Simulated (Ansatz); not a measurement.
Breaking a bond: AlH, singlet.

Computed with full CI/cc-pVTZ, frozen core (Ansatz, a program for electronic structure).

Task: Relative to R = 1.66 Å, what are the energies at R = 1.57, 2.07, 5.02, 5.90 Å?

Result: 1.0 kcal/mol at 1.57 Å, 11.8 kcal/mol at 2.07 Å, 71.6 kcal/mol at 5.02 Å, 71.9 kcal/mol at 5.90 Å.
